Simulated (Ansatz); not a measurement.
cyclo-(SiH2)4 (Si4H8). Charge 0, multiplicity 1. Geometry PBE-D4/def2-SVP.

Cartesian coordinates in Å:
```
Si -0.7155 -0.2625 -1.5031
H 0.0242 -0.4962 -2.7959
H -2.1963 -0.3036 -1.7834
Si 0.0068 1.6595 -0.2930
H 1.1151 2.4353 -0.9584
H -1.0996 2.6177 0.0686
Si 0.7205 0.2621 1.5008
H 2.2043 0.3004 1.7654
H -0.0051 0.4971 2.8013
Si -0.0123 -1.6590 0.2956
H -1.1283 -2.4224 0.9625
H 1.0863 -2.6282 -0.0604
```

LC-ωPBE has ω = 0.4 bohr⁻¹. B3LYP takes the VWN-RPA correlation.

Estimate the orbital energies around the gap (eV) in Ansatz with HF/STO-3G, r2SCANh-D4/def2-TZVP, B3LYP-D4/def2-TZVP, PBE0-D4/def2-TZVP, LC-ωPBE/def2-TZVP.


```csv
orbital,HF/STO-3G,r2SCANh-D4/def2-TZVP,B3LYP-D4/def2-TZVP,PBE0-D4/def2-TZVP,LC-ωPBE/def2-TZVP
HOMO−13,-107.10,-98.30,-98.81,-99.63,-100.16
HOMO−12,-107.09,-98.29,-98.81,-99.62,-100.15
HOMO−11,-19.80,-15.98,-16.23,-16.65,-20.42
HOMO−10,-17.12,-13.84,-14.12,-14.47,-17.95
HOMO−9,-17.12,-13.83,-14.12,-14.47,-17.94
HOMO−8,-15.22,-12.38,-12.67,-12.98,-16.20
HOMO−7,-11.82,-10.06,-10.30,-10.55,-13.49
HOMO−6,-11.05,-9.85,-10.03,-10.31,-13.17
HOMO−5,-11.00,-9.36,-9.63,-9.84,-12.69
HOMO−4,-11.00,-9.36,-9.63,-9.84,-12.69
HOMO−3,-10.35,-8.83,-9.12,-9.31,-12.06
HOMO−2,-7.58,-7.30,-7.56,-7.74,-10.24
HOMO−1,-7.58,-7.30,-7.56,-7.74,-10.24
HOMO,-6.68,-7.15,-7.31,-7.55,-10.00
LUMO,9.94,-1.88,-1.61,-1.52,0.61
LUMO+1,9.94,-0.79,-0.73,-0.57,1.43
LUMO+2,10.55,-0.79,-0.73,-0.57,1.43
LUMO+3,11.52,-0.35,-0.28,-0.10,2.00
LUMO+4,12.28,1.05,0.78,1.08,3.17
LUMO+5,13.38,1.18,1.35,1.49,3.77
```
